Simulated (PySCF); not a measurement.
Al(H)(F)(OH) (AlFH2O), SMILES [OH][AlH][F].

Coordinates come from a PBE-D3(BJ)/def2-TZVP optimisation. The values are those of a single conformer.

Vertical ionisation energy (IE) and electron affinity (EA) in eV. Rows of orbital energies are one-electron estimates. Where ΔSCF, EOM or ADC give a negative EA the extra electron is unbound and the value depends on the basis.

```csv
level,IE,EA
"−ε(HOMO), −ε(LUMO), PBE0/def2-TZVPD (PySCF)",9.63,0.69
ADC(2)/aug-cc-pVDZ (PySCF),11.24,-0.58
```

Problem. Beyond the first one, list the lowest photoelectron lines from ADC(2)/aug-cc-pVDZ (PySCF 2.14.0) with their pole strengths (two spins summed). (An estimate is asked for; the answer gives what the named calculation found.)

Solution. 11.57 eV (1.74), 12.57 eV (1.84), 13.51 eV (1.75), 13.65 eV (1.77), 14.97 eV (1.75).
